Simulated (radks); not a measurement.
All-electron atom: the samarium ion Sm4+ in [Xe] 4f4 (the NIST ground configuration).

Method: Dirac Kohn-Sham, PBEsol, spin-unpolarised, spherical densities, point nucleus; open shells fill j = l - 1/2 first; computed with a radial shooting solver on a logarithmic mesh with Libxc functionals.

Energy parts (eV):
part                      energy
total                 -283755.92
kinetic                307714.66
electron-nucleus      -692480.46
Hartree                107291.78
exchange-correlation    -6281.90

Orbitals (lengths in bohr, moments of r in powers of bohr; <r^-3> diverges for s and p1/2):
1s1/2: occ. 2; eigenvalue (eV) -46664.91; <r> 0.02275; small-component weight 5.31e-02
2s1/2: occ. 2; eigenvalue (eV) -7666.104; <r> 0.09652; small-component weight 1.17e-02
2p1/2: occ. 2; eigenvalue (eV) -7269.226; <r> 0.08075; small-component weight 1.17e-02
2p3/2: occ. 4; eigenvalue (eV) -6666.863; <r^-3> 8882; <r> 0.08738; small-component weight 1.09e-02
3s1/2: occ. 2; eigenvalue (eV) -1721.956; <r> 0.2547; small-component weight 3.65e-03
3p1/2: occ. 2; eigenvalue (eV) -1551.217; <r> 0.2443; small-component weight 3.60e-03
3p3/2: occ. 4; eigenvalue (eV) -1429.307; <r^-3> 1853; <r> 0.2571; small-component weight 3.37e-03
3d3/2: occ. 4; eigenvalue (eV) -1133.057; <r^-3> 309.1; <r> 0.2287; small-component weight 3.25e-03
3d5/2: occ. 6; eigenvalue (eV) -1106.587; <r^-3> 277.0; <r> 0.2327; small-component weight 3.19e-03
4s1/2: occ. 2; eigenvalue (eV) -384.0158; <r> 0.5773; small-component weight 1.16e-03
4p1/2: occ. 2; eigenvalue (eV) -318.4405; <r> 0.5907; small-component weight 1.09e-03
4p3/2: occ. 4; eigenvalue (eV) -291.3156; <r^-3> 413.6; <r> 0.6191; small-component weight 1.01e-03
4d3/2: occ. 4; eigenvalue (eV) -183.2147; <r^-3> 58.53; <r> 0.6578; small-component weight 8.56e-04
4d5/2: occ. 6; eigenvalue (eV) -178.3147; <r^-3> 51.83; <r> 0.6677; small-component weight 8.36e-04
5s1/2: occ. 2; eigenvalue (eV) -87.0118; <r> 1.343; small-component weight 2.72e-04
5p1/2: occ. 2; eigenvalue (eV) -67.9422; <r> 1.472; small-component weight 2.27e-04
5p3/2: occ. 4; eigenvalue (eV) -63.5745; <r^-3> 66.45; <r> 1.544; small-component weight 2.09e-04
4f5/2: occ. 4; eigenvalue (eV) -52.1140; <r^-3> 7.511; <r> 0.8435; small-component weight 5.12e-04
4f7/2: occ. 0; eigenvalue (eV) -51.4561; <r^-3> 7.289; <r> 0.8512; small-component weight 5.05e-04

The highest occupied level is 4f5/2 at -52.114 eV. For comparison, the ionisation energy in NIST's Atomic Spectra Database is 62.7 eV (semi-empirical). In exact Kohn-Sham theory the highest level is minus the ionisation energy, but local and semilocal functionals leave it too shallow, through self-interaction and a potential that decays too fast; potentials with the right tail come closer.

Beside tabulated values, note that spin-unpolarised runs miss the spin-polarisation part of the exchange energy of open shells.
